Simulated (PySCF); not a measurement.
Species: TiOCl2 (singlet state).
Bonds: Ti1–O2, Ti1–Cl3, Ti1–Cl4.

Computed, not measured: PBE0-D3(BJ)/def2-SVP geometry optimisation, gas phase (PySCF).

Question: List the bond lengths and angles at this level.

Answer: 
| bond | length (Å) |
| --- | --- |
| Ti1–O2 | 1.569 |
| Ti1–Cl3, Ti1–Cl4 | 2.213 |

Bonds in one row agree within 0.01 Å and their mean is given. A selection of angles:
| angle | degrees |
| --- | --- |
| O2–Ti1–Cl3 | 115.4 |
| Cl3–Ti1–Cl4 | 129.3 |

The 4 heavy atoms lie in one plane (0.016 Å rms). Ti1 (titanium bonded to 2 Cl and O) is planar (angles 129.3°, 115.4° and 115.2°, sum 359.9°, 0.04 Å off the plane of its three neighbours).

No frequency check.


Compound: difluorogermane, F2GeH2.
SMILES with atom numbers: `[F:1][GeH2:2][F:3]` (hydrogens: H4, H5 on Ge2)

Method used: PBE0-D3(BJ)/def2-SVP geometry optimisation, gas phase (PySCF 2.14.0).

(1) List the bond lengths and angles at this level.

Results:

(1) 
```csv
bond,length (bohr),order
"F1–Ge2, Ge2–F3",3.267,single
"Ge2–H4, Ge2–H5",2.888,single
```

Bonds in one row agree within 0.02 bohr and their mean is given. Orders are formal, as drawn. A selection of angles:
```csv
angle,degrees
F1–Ge2–F3,105.2
F1–Ge2–H4,107.9
H4–Ge2–H5,119.2
```

Ge2 (germanium bonded to 2 F and 2 H) is distorted tetrahedral (angles from 105.2° to 119.2°).

Point group: C2v (every atom within 0.08 Å of its image). No frequency check.
